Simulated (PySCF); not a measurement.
Pb(I)(OH) (HIOPb), SMILES [I][Pb][OH] (connectivity only; charge and spin as stated), neutral, multiplicity 1. Geometry: B3LYP-D3(BJ)/def2-SVP. The def2 effective core potentials stand for the cores of I, Pb; spin–orbit coupling is left out. One conformer was computed; it need not be the lowest.

Calculation: PySCF with B3LYP-D3(BJ)/def2-SVP.

Harmonic wavenumbers (cm⁻¹): 111, 161, 343, 537, 698, 3789. Rotational constants (GHz): 7.278, 0.7445, 0.6754; symmetry number 1.

Question: Work out the zero-point energy and the ideal-gas rigid-rotor harmonic-oscillator thermochemistry at 298.15 K and 1 atm.

Answer: ZPE = ½ Σ hcν = ½ × 5638 cm⁻¹ = 8.06 kcal/mol. H − E(el) = 11.70 kcal/mol. Entropy in cal/(mol K): translation 43.46, rotation 28.86, vibration 7.87, total 80.20. G − E(el) = -12.21 kcal/mol. Cp = 15.37 cal/(mol K). Modes under 150 cm⁻¹ make the vibrational entropy uncertain.
